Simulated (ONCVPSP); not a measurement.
**What one change does to a pseudopotential (Cd (Z = 48), ONCV)**

* Element: Cd (Z = 48)
* Generator: ONCVPSP 4.0.1
* Type: optimised norm-conserving Vanderbilt (ONCV)
* Functional: PBEsol
* Relativity: scalar-relativistic
* Frozen core: [Ar] 3d10
* Valence charge: 20
* Reference configuration: 4s2 4p6 4d10 5s2
* Partial waves: 4s+5s: rc 1.30 bohr, ncon 4, nbas 8, qcut 8.9 1/bohr, 2 projectors; 4p: rc 1.55 bohr, ncon 4, nbas 8, qcut 7 1/bohr, 1 projector; 4d: rc 1.15 bohr, ncon 4, nbas 8, qcut 9.7 1/bohr, 3 projectors, debl 1.4 Ha
* Local potential: polynomial inside 1.10 bohr (lpopt 5, dvloc0 4 Ha)
* Core correction: Teter function, fcfact 5.5, rcfact 1.65

All-electron outer shells of the reference configuration (PBEsol, scalar-relativistic, ld1.x):

| shell | level (eV) | outermost node (bohr) | outermost maximum (bohr) |
| --- | --- | --- | --- |
| 3d | -393.64 | – | 0.27 |
| 4s | -105.81 | 0.43 | 0.79 |
| 4p | -66.89 | 0.43 | 0.84 |
| 4d | -11.73 | 0.42 | 0.98 |
| 5s | -5.70 | 1.07 | 2.32 |

Change: local potential polynomial inside 1.10 bohr (lpopt 5, dvloc0 7.5 Ha).

Cutoffs: the cutoffs (Ha) at which the residual kinetic energy of the hardest occupied pseudo-wave falls to 1 and 0.1 mHa per electron; they do not see the model core or the augmentation charge, which bear on the density cutoff. Errors are all-electron minus pseudo energies relative to the spin-unpolarised reference configuration.

Q: What does the change do?

A: The potential gets neither clearly harder nor softer (37 Ha and 45 Ha → 37 Ha and 45 Ha); the bound ghost in d disappears; of the 4 tests that both files solve, the error grows in 2 and shrinks in 0 by more than 15 % and 0.3 meV (median size 3.7 → 3.9 meV). In the separable form a ghost depends on how the local part lies against the semilocal potential of the channel, so the choice of the local part can create or remove one.

```tsv
quantity	base	changed
cutoff, loose	37 Ha	37 Ha
cutoff, tight	45 Ha	45 Ha
bound ghosts	d	none
GHOST(+) flags under 300 eV	none	none
error for 4s2 4p6 4d10 5s1, meV [ΔE 9.31 eV]	-1.6	-1.7
error for 4s2 4p6 4d10 5s0, meV [ΔE 26.41 eV]	-5.7	-5.9
error for 4s2 4p6 4d9 5s0, meV [ΔE 64.40 eV]	-6.8	-9.3
error for 4s2 4p6 4d9 5s2, meV [ΔE 17.97 eV]	0.0	-2.0
s: phases at 1.32 bohr within 0.05 rad from the reference energy up to (Ha; the scan ends near 5)	to the end of the scan	to the end of the scan
p: phases at 1.58 bohr within 0.05 rad from the reference energy up to (Ha; the scan ends near 5)	0.9	0.3
d: phases at 1.17 bohr within 0.05 rad from the reference energy up to (Ha; the scan ends near 5)	to the end of the scan	to the end of the scan
rms error of d²Exc/dni dnj with the model core, mHa	3.48	3.48
```

 A true bound ghost makes a file unfit for plane-wave use even where its test errors are small: the radial tests pick states by their node count and pass the ghost by.
